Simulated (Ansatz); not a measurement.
Start from `C[SiH](C)O[SiH3]` and change one atom or group to get `C[SiH](C)CO`.

Ansatz, PBE0-D4/def2-TZVP geometries, multiplicity 1. Each molecule was computed in one conformer, which needn't be the lowest.

```json
{"property": "HOMO energy (B3LYP/def2-TZVPP) / eV", "`C[SiH](C)O[SiH3]`": "-8.09"}
{"property": "LUMO energy (PBE0/def2-TZVPP) / eV", "`C[SiH](C)O[SiH3]`": "0.28"}
{"property": "HOMO–LUMO gap (ωB97M-V/def2-TZVPP) / eV", "`C[SiH](C)O[SiH3]`": "12.48"}
{"property": "HOMO energy (PBE/def2-TZVPP) / eV", "`C[SiH](C)O[SiH3]`": "-6.91"}
{"property": "HOMO–LUMO gap (PBE/def2-TZVPP) / eV", "`C[SiH](C)O[SiH3]`": "6.33"}
{"property": "HOMO–LUMO gap (PBE0/def2-TZVPP) / eV", "`C[SiH](C)O[SiH3]`": "8.58"}
```

What does the change do to each property? (Estimate.)

The calculation gave: 
```
                               property  `C[SiH](C)CO`  shift
    HOMO energy (B3LYP/def2-TZVPP) / eV          -7.01   1.08
     LUMO energy (PBE0/def2-TZVPP) / eV           0.72   0.44
HOMO–LUMO gap (ωB97M-V/def2-TZVPP) / eV          11.75  -0.73
      HOMO energy (PBE/def2-TZVPP) / eV          -5.71   1.20
    HOMO–LUMO gap (PBE/def2-TZVPP) / eV           5.56  -0.77
   HOMO–LUMO gap (PBE0/def2-TZVPP) / eV           7.93  -0.65
```

With PBE0 the HOMO rises by 1.07 eV and the LUMO rises by 0.44 eV, so the gap narrows by about 0.63 eV. PBE moves the HOMO by 1.20 eV and ωB97M-V by 1.01 eV.

B3LYP here is the variant with VWN-RPA as its local correlation; programs differ in this.
